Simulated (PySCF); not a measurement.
# Polarisability and C₆ of Sn(3+) (tin, charge +3)

[Kr] 4d10 5s1, 2S determinant. Calculation: PySCF 2.14, in aug-cc-pVQZ-PP with one added diffuse shell each of s, p, d, f, g type with ECP28MDF (8s8p6d4f3g, 117 functions); scalar relativity through the core potential. Coupled (time-dependent) response in atomic units; α is the mean over directions.

| method | mean α (bohr³) | C₆ (like pair) | S(−4) |
| --- | --- | --- | --- |
| UHF | 11.21 | 40.68 | 94.85 |
| PBE | 8.709 | 31.91 | 48.25 |
| PBE0 | 9.183 | 33.44 | 56.02 |

S(−4) is the Cauchy moment in α(ω) = α(0) + S(−4) ω² + …

α(iu) at PBE:

```csv
u (hartree),α(iu) (bohr³)
0,8.709
0.0500,8.590
0.100,8.259
0.200,7.211
0.300,6.071
0.500,4.349
0.750,3.145
1.00,2.461
1.50,1.695
2.00,1.255
3.00,0.7622
5.00,0.3528
```

A single London oscillator, α(iu) = α/(1 + u²/ω²), gives C₆ = (3/4) ω α². Matching the computed C₆ needs ω = 4 × 31.91 / (3 × 8.709²) = 0.561 hartree.

For an ion, C₆ is the dispersion term alone; charge-induced terms of lower order in 1/R come first.

Energies and moments cover only the electrons outside the core potential.
